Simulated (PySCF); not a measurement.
## Pb(IV) with different ligands

Computed with PySCF 2.14.0, PBE0, def2-SVP on the ligands, density fitting, scalar-relativistic core potentials, no spin-orbit coupling, vacuum. The metal has def2-SVP with ECP60. Each complex is relaxed within the symmetry of a template of the same shape. Distances are means of the shortest metal–ligand contacts, charges and spins Mulliken's; removal energies are rigid, with the ligand's formal charge and no counterpoise, so too large; for an anion taken off a cation in vacuum most of it is the attraction of opposite charges, and multiply charged cations can part far more cheaply with an electron moved from ligand to metal.

| complex | point group | M–first ligand (Å) | charge on M (e) | HOMO–LUMO gap (eV) | removal of one first-named ligand (eV) | strongest infrared band, degenerate modes summed (cm⁻¹) | unstable modes (below −25 cm⁻¹) |
| --- | --- | --- | --- | --- | --- | --- | --- |
| [PbI3(H2O)]+ | Cs | 2.721 | 0.62 | 3.01 | 12.46 | 3795 | 0 |
| [Pb(SH)3(H2O)]+ | C1 | 2.464 | 0.72 | 4.01 | 14.94 | – | not given |
| [Pb(OH)3(NH3)]+ | C1, nearly C3 | 2.051 | 1.16 | 5.31 | 17.31 | – | not given |
| [PbF3(NH3)]+ | C3 | 1.988 | 1.51 | 6.08 | 17.74 | 3547 | 0 |
| [PbCl3(H2O)]+ | Cs | 2.376 | 1.01 | 4.38 | 15.22 | 3778 | 0 |

Q: A further member has point group C3v, M–first ligand (Å) 1.737, charge on M (e) 0.54, HOMO–LUMO gap (eV) 8.34, removal of one first-named ligand (eV) 17.56, strongest infrared band, degenerate modes summed (cm⁻¹) 3588, unstable modes (below −25 cm⁻¹) 0. Which complex is it?

A: [PbH3(NH3)]+. Other answers can fit too; this one was computed.

Moved off a saddle point of the template and relaxed again: [PbF3(NH3)]+. One start shape was tried for each, so a minimum needn't be the lowest isomer.
